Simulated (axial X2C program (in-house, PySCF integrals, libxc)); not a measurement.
## Estimating the spin–orbit splitting of the π levels of SnI⁺

Computed with an in-house relativistic program for diatomic molecules. Spin-free means the one-electron spin-free X2C Hamiltonian; two-component (2c) means X2C with spin–orbit coupling and atomic mean-field two-electron Coulomb and Gaunt terms, so the difference of the two also holds small scalar two-electron terms. Basis: I dyall-cv3z [11s12p8d4f1g], Sn dyall-cv3z [11s12p9d4f1g] (cores contracted in-house); Gaussian nuclei, density fitting, unrestricted open shells. Masses: I 126.904 u, Sn 119.902 u.

Hartree–Fock at 2.606 Å, closed shell. Valence p splittings ε(p3/2) − ε(p1/2) of spherical Dirac–Hartree–Fock atoms with fractionally filled p shells: I 5p 1.126 eV.

```
filled π level (eV), spin-free  I p share  Sn p share
                        -15.59       0.86        0.08
```

(1) In first order a p shell splits by 3ζ/2 and a π orbital by ζ. Estimate the splitting of each π level from the shares.

The two-component Hartree–Fock calculation gives:

```json
{"ε(ω = 1/2) (eV)": "-16.316", "σ share of it": "0.35", "ε(ω = 3/2) (eV)": "-15.249", "splitting (eV)": "1.07", "estimate (eV)": "0.65"}
```

The estimate leaves out the mixing of π1/2 with σ1/2 levels, which pushes the ω = 1/2 spinor up or down, the d and f parts of the orbital, small shares of the strongly split outer-core p shell of a metal, the Gaunt term (absent from the atomic values), and the change of the atomic p orbitals with charge; Löwdin shares depend on the basis.

## Answers

(1) level -15.59 eV: (2/3) × (0.86 × 1.126) = 0.65 eV.
